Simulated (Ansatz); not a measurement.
Basis sets compared for the cluster Ag2Au. Charge 0, multiplicity 2. Geometry r2SCAN-D4/def2-TZVP. Ansatz on 4 threads of Arm Neoverse V1 on a shared host; times are rough, and most runs start from earlier orbitals.

```xyz
3

Au    0.0945   -1.1922    1.0185
Ag   -1.3146    0.3564   -0.6725
Ag    1.2201    0.8358   -0.3460
```

In the def2 sets Ag, Au take a core potential; there is no spin–orbit coupling. The structure comes from a short search, and lower isomers may exist.

Binding counts from free atoms (Au doublet, Ag doublet) in the same basis, without a counterpoise term.

```
                         level  functions  energy (Eh)  HOMO (eV)  LUMO (eV)  binding per atom (eV)  wall time
               PBE-D4/def2-SVP         94    -429.7513      -4.13      -3.65                   1.09      1.9 s
PBE-D4/def2-TZVP (with forces)        120    -429.8348      -4.16      -3.67                   1.11      2.6 s
           r2SCAN-D4/def2-TZVP        120    -429.9180      -4.30      -3.46                   1.14      5.5 s
              PBE0-D4/def2-SVP         94    -429.6629      -4.53      -2.82                   0.96      2.9 s
             PBE0-D4/def2-TZVP        120    -429.7431      -4.56      -2.83                   0.98       10 s
```

Estimate the rows for PBE-D4/def2-TZVPD, r2SCAN-D4/def2-TZVPD, PBE0-D4/def2-TZVPD.


```
               level  functions  energy (Eh)  HOMO (eV)  LUMO (eV)  binding per atom (eV)  wall time
   PBE-D4/def2-TZVPD        123    -429.8351      -4.16      -3.67                   1.11      2.5 s
r2SCAN-D4/def2-TZVPD        123    -429.9184      -4.30      -3.47                   1.15        6 s
  PBE0-D4/def2-TZVPD        123    -429.7434      -4.56      -2.83                   0.98      2.6 s
```
